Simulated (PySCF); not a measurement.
A calculated (UHF, PySCF 2.14, cc-pVDZ, no relativity, point nucleus) atom or ion has these occupied shells.

| shell | electrons | orbital energy (eV) | rms radius, mean of both spins (bohr) |
| --- | --- | --- | --- |
| 1s α | 1 | -5484.7 | 0.0776 |
| 1s β | 1 | -5484.7 | 0.0776 |
| 2s α | 1 | -651.42 | 0.335 |
| 2s β | 1 | -649.59 | 0.335 |
| 2p α | 3 | -546.75 | 0.304 |
| 2p β | 3 | -544.91 | 0.304 |
| 3s α | 1 | -91.622 | 1.04 |
| 3s β | 1 | -84.813 | 1.04 |
| 3p α | 3 | -61.365 | 1.13 |
| 3p β | 3 | -52.878 | 1.13 |
| 3d α | 4 | -15.856 | 1.67 |

Q: Name the element and its charge.

A: V⁺ (vanadium, charge +1), in [Ar] 3d4, high-spin 5D determinant.
